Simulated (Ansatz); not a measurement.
(NaBr)2 ring (Na₂Br₂), relaxed as a singlet with RKS PBE-D4/def2-SVP in Ansatz, starting from the GFN2-xTB geometry. Force threshold 0.02 eV/Å.

Start:

```xyz
4

Na   -0.963    1.240    0.933
Br    1.257   -0.145    1.489
Na    0.959   -1.244   -0.930
Br   -1.253    0.149   -1.491
```

**Question.** Estimate the energy that the relaxation releases and the steps that it takes.

**Answer.** 2.8 kcal/mol, in 3 steps; 3.9 s on 4 threads of Arm Neoverse V1 on a shared host. No frequencies were taken in this run, so the end may be a saddle point.

**Question.** Does the start keep its bonding and symmetry?

**Answer.** By distances, no bond broke or formed. The bond that changes most is Br2–Na3, from 2.67 to 2.70 Å (atoms count from 1). Point group D2h at the start, D2h at the end, both within 0.05 Å.

**Question.** Predict the relaxed structure.

**Answer.** 
```xyz
4

Na   -0.866    1.117    0.839
Br    1.373   -0.160    1.629
Na    0.864   -1.119   -0.838
Br   -1.372    0.161   -1.630
```
Bond lengths (bridged metal pairs left out): 4 × Br–Na 2.70 Å.
